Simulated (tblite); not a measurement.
Species: C7H7NOS.
Bonds: C1–C2 (double), C2–C3, C3–C4 (triple), C4–C5, C5–S6 (double), C5–N7, N7–C8, C2–C9, C9–O10 (double). Hydrogens: H11, H12 on C1; H13 on N7; H14, H15, H16 on C8; H17 on C9.

Structure optimised with GFN2-xTB, isolated species.

(1) Give the optimised bond lengths and angles.

## Answers

(1) 
```csv
bond,length (pm)
C1=C2,134.1
C2–C3,141.0
C3≡C4,121.0
C4–C5,140.5
C5=S6,165.6
C5–N7,133.9
N7–C8,144.2
C2–C9,148.0
C9=O10,120.2
C1–H11,107.7
C1–H12,107.7
N7–H13,100.9
"C8–H14, C8–H15, C8–H16",109.1
C9–H17,110.8
```

Bonds in one row agree within 1 pm and their mean is given. A selection of angles:
```csv
angle,degrees
C2–C1–H11,121.5
C2–C1–H12,121.1
H11–C1–H12,117.4
C1–C2–C3,122.8
C1–C2–C9,120.9
C3–C2–C9,116.3
C2–C3–C4,173.9
C3–C4–C5,173.3
C4–C5–S6,119.8
C4–C5–N7,118.2
S6–C5–N7,122.0
C5–N7–C8,124.1
C5–N7–H13,116.3
C8–N7–H13,119.5
N7–C8–H14,110.8
N7–C8–H16,109.1
H14–C8–H15,107.8
H14–C8–H16,109.2
C2–C9–O10,125.5
C2–C9–H17,112.9
O10–C9–H17,121.6
```

Torsions: C4–C5–N7–C8 0° (synperiplanar); C1–C2–C9–O10 180° (antiperiplanar).

Of the pairs four or more bonds apart, C4···H15 is among the closest relative to their van der Waals radii: 2.80 Å, 97 % of the sum of Bondi's values. The 10 heavy atoms lie in one plane (0.000 Å rms). The 5 C–C bonds span 1.210 Å (C3≡C4, drawn triple) to 1.480 Å (C2–C9, drawn single), a spread of 0.270 Å. The C–N distances run from 1.339 Å (C5–N7, drawn single) to 1.442 Å (N7–C8, drawn single), a spread of 0.103 Å. N7 (nitrogen bound to a thiocarbonyl carbon) is planar (angles 124.1°, 119.5° and 116.3°, sum 360.0°, 0.00 Å off the plane of its three neighbours).

Point group: Cs (tolerance 0.08 Å). GFN2-xTB frequencies show an imaginary mode (119i cm⁻¹), so the point is no minimum at that level. 3 starts were optimised and ended at 0.00, 0.85 and 2.75 kcal/mol (GFN2-xTB); the lowest of these is shown.

These are computed values.
